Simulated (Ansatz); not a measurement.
Relaxation of CH₅BrF₂Si (10 atoms, charge 0, multiplicity 1), to a largest force component of 0.03 eV/Å in at most 50 steps.

Computed with RKS r2SCAN-D4/def2-SVP (Ansatz 0.2.0).

```xyz
10
Properties=species:S:1:pos:R:3:forces:R:3
Si -0.758 0.582 -0.453 0.11 0.10 0.07
Br -0.469 -2.982 0.067 0.63 0.76 0.05
F -0.559 -0.138 -1.885 0.01 -0.01 -0.02
F -1.022 2.149 -0.757 -0.01 0.02 0.00
H -1.957 0.039 0.212 -0.02 -0.01 0.00
H 0.397 -1.787 0.096 -0.67 -1.11 -0.09
C 0.831 0.511 0.518 -0.08 0.21 -0.03
H 1.282 -0.469 0.727 0.00 -0.03 0.02
H 0.666 0.994 1.496 0.02 0.03 0.02
H 1.589 1.100 -0.022 0.02 0.04 -0.01
```

Question: Where does it end, and by what steps?

Answer: The run converged. The force dipped under the threshold on the way, but the program's further checks kept it going. After 16 steps the energy has fallen by 0.324 eV; H6 moved furthest, 1.24 Å.

```
step  energy less start (eV)  largest force component (eV/Å)  accepted
   0                  0.0000                           1.111       yes
   1                 -0.0888                           0.301       yes
   2                 -0.1227                           0.170       yes
   3                 -0.1550                           0.139       yes
   4                 -0.1826                           0.206       yes
   5                 -0.2048                           0.531       yes
   6                 -0.2522                           0.174       yes
   7                 -0.2756                           0.237       yes
   8                 -0.2908                           0.712       yes
   9                 -0.3147                           0.316       yes
  10                 -0.3209                           0.075       yes
  11                 -0.3229                           0.029       yes
  12                 -0.3233                           0.098       yes
  13                 -0.3238                           0.031       yes
  14                 -0.3240                           0.012       yes
  15                 -0.3243                           0.010       yes
  16                 -0.3244                           0.014       yes
```

```xyz
10
Properties=species:S:1:pos:R:3
Si -0.721 0.676 -0.347
Br 0.078 -3.258 0.148
F -0.524 -0.426 -1.539
F -0.924 2.093 -1.100
H -1.982 0.347 0.355
H -0.110 -2.312 -0.907
C 0.803 0.715 0.685
H 0.985 -0.271 1.144
H 0.716 1.461 1.491
H 1.679 0.976 0.069
```

The run took 69 s on 4 threads of Arm Neoverse N1, with other jobs on the host, peak memory 0.2 GiB.
